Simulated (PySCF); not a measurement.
Compound: C₅H₅FO₃.
SMILES with atom numbers: `[O:1]=[C:2]1[O:3][CH:4]=[C:5]1[CH2:6][O:7][CH2:8][F:9]`

Geometry (GFN2-xTB, Å), atoms numbered from 1 in this order:
```xyz
14
C5H5FO3 angstrom
O      0.6860   -1.6379    2.2130
C      1.1593   -0.9474    1.3860
O      2.3975   -1.0682    0.7145
C      2.0341    0.0817   -0.0034
C      0.8585    0.2996    0.6042
C     -0.3036    1.2211    0.5089
O     -1.2187    0.8601   -0.5252
C     -1.7973   -0.3700   -0.3924
F     -0.9230   -1.3797   -0.7368
H      2.6632    0.4942   -0.7665
H     -0.8303    1.2372    1.4735
H      0.0250    2.2286    0.2456
H     -2.6308   -0.4248   -1.1006
H     -2.1207   -0.5950    0.6370
```

NICS = −σ at a ghost point: NICS(0) at the centroid of the ring atoms, NICS(1) 1 Å to either side along the normal of their mean plane, zz for the tensor component along that normal. Level: GIAO PBE0/pcSseg-1 (PySCF, non-relativistic, gas phase) on the GFN2-xTB geometry, one conformer.

Ring bond lengths (Å), with Mayer bond orders in brackets: C2–O3 1.414 (0.92), O3–C4 1.403 (0.95), C4–C5 1.341 (1.70), C5–C2 1.502 (0.99).

What do the NICS probes read (ppm)?

| ring | type | NICS(0) | NICS(1), two faces | NICS(1)zz, two faces | rms pucker (Å) | centre to ring atoms, mean (Å) |
| --- | --- | --- | --- | --- | --- | --- |
| C2–O3–C4–C5 | 4-membered ring with O; formal bonds 1 double, 3 single | 1.7 | 0.5 / 0.9 | 8.7 / 8.8 | 0.01 | 1.00 |

What can be read from them?

- C2–O3–C4–C5: mean NICS(1)zz 8.7 ppm, deshielded.

How equal are the bonds by HOMA? HOMA takes Krygowski's 1993 parameters.

- C2–O3–C4–C5: HOMA -1.61; the largest term is that of C2–O3, α(R − Ropt)² = 3.48.

What are the shieldings of the ring atoms and their hydrogens in the same run (means over atoms taken as equivalent)?

```csv
atoms,environment,σ isotropic (ppm)
C2,ester carbonyl carbon,16.8
O3,ester single-bonded oxygen,69.5
C4,vinylic carbon bearing oxygen,6.6
C5,fully substituted alkene carbon,62.6
H10,vinylic hydrogen,23.37
```

Hardware: AMD EPYC, one thread, shared host. Cost: 57 s, 0.80 GiB resident at most. This is the whole shielding run at PBE0/pcSseg-1, SCF included.
